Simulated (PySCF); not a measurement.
Simulated C 1s region for BH2(iBu) (`C(C(C)C)B`), binding energy against the vacuum level.

Every computed line was given a Gaussian of 0.8 eV full width at half maximum and an area set by the number of equivalent atoms; the highest printed point is 100. Computed with delta-SCF UKS SCAN, pcX-2 on the ionised atom, pcseg-1 elsewhere, spin-free X2C (PySCF).

binding energy (eV), intensity and a bar:
```
    289.0          0 
    289.1          0 
    289.2          1 
    289.3          2 #
    289.4          4 #
    289.5          8 ##
    289.6         13 ####
    289.7         22 ######
    289.8         33 ##########
    289.9         47 ##############
    290.0         63 ###################
    290.1         79 ########################
    290.2         91 ###########################
    290.3         99 ##############################
    290.4        100 ##############################
    290.5         94 ############################
    290.6         82 #########################
    290.7         66 ####################
    290.8         50 ###############
    290.9         34 ##########
    291.0         22 #######
    291.1         13 ####
    291.2          7 ##
    291.3          4 #
    291.4          2 
    291.5          1 
    291.6          0 
    291.7          0
```

Problem. How many maxima does the curve show, and how many computed lines lie under it?

Solution. The curve has 1 maximum (at 290.4 eV). Under it lie 3 lines from 3 inequivalent carbon sites. At this width some lines have no maximum of their own.

Problem. Decompose the envelope and assign each component. Bonds: B1–C4, C4–C5, C5–C6, C5–C7. Hydrogens: H2, H3 on B1; H8, H9 on C4; H10 on C5; H11, H12, H13 on C6; H14, H15, H16 on C7.

Solution. 
| position (eV) | relative area | line | atoms | environment |
| --- | --- | --- | --- | --- |
| 290.11 | 1 | C 1s | C4 | carbon bonded to B, C and 2 H |
| 290.39 | 2 | C 1s | C6/C7 | carbon bonded to C and 3 H |
| 290.52 | 1 | C 1s | C5 | carbon bonded to 3 C and H |

Lowest listed C 1s: C4, bonded to C, 2 H and B. Highest, 0.41 eV above it: C5, bonded to 3 C and H. The widest gap between neighbouring values is 0.28 eV, between 290.11 and 290.39 eV.

No satellites, vibrations or lifetime broadening are included. The first atom of each set that the bonding makes equivalent was ionised and stands for the set. One conformer (not necessarily the lowest) at the PBE0-D3(BJ)/def2-SVP geometry, without solvent, vibrations or thermal averaging.
